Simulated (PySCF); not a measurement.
PySCF input for H4P2, SMILES PP (connectivity only; charge and spin as stated), charge +1, multiplicity 2, SMD-PBE0/def2-SVP. Coordinates come from a PBE0-D3(BJ)/def2-TZVP optimisation. The multiplicity is an assumed one; other spin states were not compared.

```python
import numpy as np
from pyscf import gto, scf, dft
from pyscf.solvent import smd

mol = gto.M(
    atom='''
    P    -1.05710888    0.12185927   -0.00000000
    P     1.05710888   -0.12185927    0.00000000
    H    -1.46739077   -0.65840597    1.10339736
    H    -1.46739076   -0.65840598   -1.10339733
    H     1.46739076    0.65840598    1.10339733
    H     1.46739077    0.65840597   -1.10339736
    ''',
    basis='def2-SVP',
    charge=1,
    spin=1,
    max_memory=1600,
    verbose=3,
)
mf = dft.UKS(mol, xc='pbe0').density_fit(auxbasis='def2-universal-jkfit')
mf.grids.level = 3
mf.conv_tol = 1e-9
mf.max_cycle = 100
mf.kernel()
fine, coarse = mf.grids, dft.Grids(mol).set(level=1).build(with_non0tab=True)
for _ in range(3):  # follow internal instabilities
    mf.grids = coarse
    mo, _, stable, _ = mf.stability(return_status=True, nroots=4)
    mf.grids = fine
    if stable:
        break
    mf.kernel(mf.make_rdm1(mo, mf.mo_occ))
res = {}
for name in ['water', 'diethylether', 'cyclohexanone']:
    s = mf.SMD()
    s.with_solvent.solvent, s.with_solvent.sasa_ng = name, 302
    s.kernel(mf.make_rdm1())
    res[name] = (s.e_tot, s.with_solvent.get_cds(), s.dip_moment(), s.mo_energy, s.converged)
    print(f'SMD {name}: dG(solv) = {(s.e_tot - mf.e_tot) * 627.509474:.3f} kcal/mol, of which CDS {res[name][1] * 627.509474:.3f}')
```

Output:

```

WARN: HOMO -0.232052403866057 >= LUMO -0.232052403866061

converged SCF energy = -684.299610977439  <S^2> = 0.75953179  2S+1 = 2.0095092
<class 'pyscf.df.df_jk.DFUKS'> wavefunction is stable in the internal stability analysis
converged SCF energy = -684.401985850948  <S^2> = 0.75912157  2S+1 = 2.0091009

WARN: System has nonzero charge 1; the dipole moment is origin-dependent.
Location of origin: [0. 0. 0.]

Dipole moment(X, Y, Z, Debye):  0.00000, -0.00000,  0.00000
SMD water: dG(solv) = -64.241 kcal/mol, of which CDS 2.907
converged SCF energy = -684.380880648942  <S^2> = 0.75925248  2S+1 = 2.0092312

WARN: System has nonzero charge 1; the dipole moment is origin-dependent.
Location of origin: [0. 0. 0.]

Dipole moment(X, Y, Z, Debye):  0.00000, -0.00000,  0.00000
SMD diethylether: dG(solv) = -50.997 kcal/mol, of which CDS 0.941
converged SCF energy = -684.397936479986  <S^2> = 0.75915477  2S+1 = 2.0091339

WARN: System has nonzero charge 1; the dipole moment is origin-dependent.
Location of origin: [0. 0. 0.]

Dipole moment(X, Y, Z, Debye):  0.00000, -0.00000, -0.00000
SMD cyclohexanone: dG(solv) = -61.700 kcal/mol, of which CDS 1.954
```

The calculation finished and met its thresholds.

Cost: about 29 core-seconds (a rough figure).
